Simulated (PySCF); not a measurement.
Electron affinity of Bi by level of theory

Bi⁻ [Xe] 4f14 5d10 6s2 6p4 (3P) → Bi [Xe] 4f14 5d10 6s2 6p3 (4S), as a difference of total energies. Calculation: PySCF 2.14, in x2c-TZVPPall with one added diffuse shell each of s, p, d, f type (12s8p7d4f, 99 functions); scalar relativity by spin-free X2C-1e. Correlated levels: valence: [Xe] 4f14 5d10 frozen; valence and next inner shell: [Kr] 4d10 4f14 frozen. The calculations carry no spin-orbit coupling.

```tsv
method	electron affinity (eV)
UHF	-0.177
LDA	1.148
PBE	0.899
PBE0	0.809
r2SCAN	0.810
B2PLYP	0.808
r2SCANh	0.801
TPSS	0.851
MP2 (valence)	0.505
SCS-MP2 (valence)	0.557
MP2 (valence and next inner shell)	0.563
SCS-MP2 (valence and next inner shell)	0.576
```

Spin-orbit coupling is strong in these open shells (close to jj coupling). The scalar numbers leave it out and a first-order estimate fails, so it can dominate the gap to the real levels.

Errors of the correlated levels include the incompleteness of this basis and the frozen core.

A negative affinity means that the anion lies above the atom at that level of theory.

In the anion the highest occupied orbital energy is positive at LDA, PBE, PBE0, r2SCAN, B2PLYP, r2SCANh, TPSS, a self-interaction effect; the basis confines that electron, and the energy difference can still be sensible.

For comparison: 0.942 eV (measured; photodetachment measurements, as compiled on the Wikipedia data page of electron affinities).
